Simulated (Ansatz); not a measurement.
System: H4BGeO, charge 0, doublet. H4BGeO (SMILES [BH](O)[GeH2], doublet).
B3LYP-D3(BJ)/def2-TZVP minimum from Ansatz (a first-principles code):
```xyz
7

B     -1.2501     0.3272    -0.2896
Ge     0.5504    -0.4167     0.3167
H      1.8505     0.3986     0.1530
H      0.6566    -1.3632     1.5213
H     -2.2515    -0.2192     0.0553
O     -1.3821     1.3838    -1.1277
H     -0.5617     1.8108    -1.3960
```
Charge 0, spin multiplicity 2.

Total energies in aug-cc-pVDZ, 17 correlated electrons, 16 frozen orbitals. UHF or UKS for unpaired electrons; spin-orbit terms are left out. Correlated methods leave the cores frozen (noble-gas shells, and filled d and f shells in the p block). No relativity.

```
method    program  energy (Eh)  minus CCSDT(Q) (mEh)
--------  -------  -----------  --------------------
HF         Ansatz  -2177.22841                423.10
MP2        Ansatz  -2177.60040                 51.10
CCSD       Ansatz  -2177.63709                 14.42
CCSD(T)    Ansatz  -2177.64947                  2.04
CCSDT(Q)   Ansatz  -2177.65151                  0.00
```

Rough core times of Ansatz's runs on a shared machine: CCSD(T) 40 s, CCSDT(Q) 4 h.
